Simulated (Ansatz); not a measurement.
Z-matrix (Å, degrees):
```
C
O 1 1.1989
C 1 1.5083 2 124.61
H 3 1.0875 1 109.14 2 0.00
H 3 1.0914 4 109.94 1 120.82
H 3 1.0914 4 109.94 5 118.36
S 1 1.8081 2 122.66 3 179.98
H 7 1.3429 1 94.19 2 0.01
```
Charge 0, spin multiplicity 1.

The numbers are results of frozen-core CCSD(T)/cc-pVTZ // B3LYP-D3(BJ)/def2-TZVP in Ansatz (a quantum-chemistry and plane-wave program), not measurements.

- HF energy: -550.53533 Ha
- MP2 correlation energy: -0.74076 Ha

### Question
Estimate the CCSD correlation energy, the (T) correction, the total energy and the T1 diagnostic.

### Answer

```
Quantity                        Result
-----------------------  -------------
CCSD correlation energy    -0.77017 Ha
(T) correction             -0.03533 Ha
CCSD(T) total energy     -551.34083 Ha
T1 diagnostic                    0.015
```
